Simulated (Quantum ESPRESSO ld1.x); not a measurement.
The numbers below are computed, except where a source is named.
Li, 3 electrons, occupied as 1s1.75 2s1 3d0.25 (fractional occupations, a model configuration). Code: ld1.x of Quantum ESPRESSO 7.5. Model: scalar-relativistic Kohn-Sham, LDA (Slater exchange, Perdew-Zunger correlation), spin-unpolarised, spherical densities, point nucleus; without spin polarisation the odd electron is poorly described.

Unscreened Slater integrals over Kohn-Sham orbitals (hartree). Empty in this configuration: 2p, 3s, 4d, 4f.

integral,value
"F0(4d,4d)",0.025963
"F2(4d,4d)",0.012044
"F4(4d,4d)",0.0080339
"F0(4d,4f)",0.027932
"F2(4d,4f)",0.012465
"F4(4d,4f)",0.0074171
"G1(4d,4f)",0.0056047
"G3(4d,4f)",0.0051775
"G5(4d,4f)",0.0042766
"F0(4d,3d)",0.030897
"F2(4d,3d)",0.012025
"F4(4d,3d)",0.0066194
"G0(4d,3d)",0.0030345
"G2(4d,3d)",0.0044377
"G4(4d,3d)",0.0037709
"F0(4d,3s)",0.035050
"G2(4d,3s)",0.0076137
"F0(4d,2p)",0.039727
"F2(4d,2p)",0.0040757
"G1(4d,2p)",0.0025106
"G3(4d,2p)",0.0014138
"F0(4f,4f)",0.032305
"F2(4f,4f)",0.019530
"F4(4f,4f)",0.013528
"F6(4f,4f)",0.010196
"F0(4f,3d)",0.035530
"F2(4f,3d)",0.019163
"F4(4f,3d)",0.012658
"G1(4f,3d)",0.022376
"G3(4f,3d)",0.014372
"G5(4f,3d)",0.010357
"F0(4f,3s)",0.037915
"G3(4f,3s)",0.0063470
"F0(4f,2p)",0.038625
"F2(4f,2p)",0.0014507
"G2(4f,2p)",4.0246e-05
"G4(4f,2p)",2.5542e-05
"F0(3d,3d)",0.041597
"F2(3d,3d)",0.023051
"F4(3d,3d)",0.015435
"F0(3d,3s)",0.048152
"G2(3d,3s)",0.018635
"F0(3d,2p)",0.052576
"F2(3d,2p)",0.0045075
"G1(3d,2p)",0.0017029
"G3(3d,2p)",0.00094570
"F0(3s,3s)",0.064066
"F0(3s,2p)",0.085205
"G1(3s,2p)",0.0057773
"F0(2p,2p)",0.23347
"F2(2p,2p)",0.10860

Derived for the open shells (J is the average intra-shell exchange parameter used in DFT+U). 3d: Racah B = F2/49 - 5 F4/441 = 0.0002954 hartree, C = 35 F4/441 = 0.001225 hartree, C/B = 4.15, F4/F2 = 0.670, J = (F2 + F4)/14 = 0.002749 hartree.
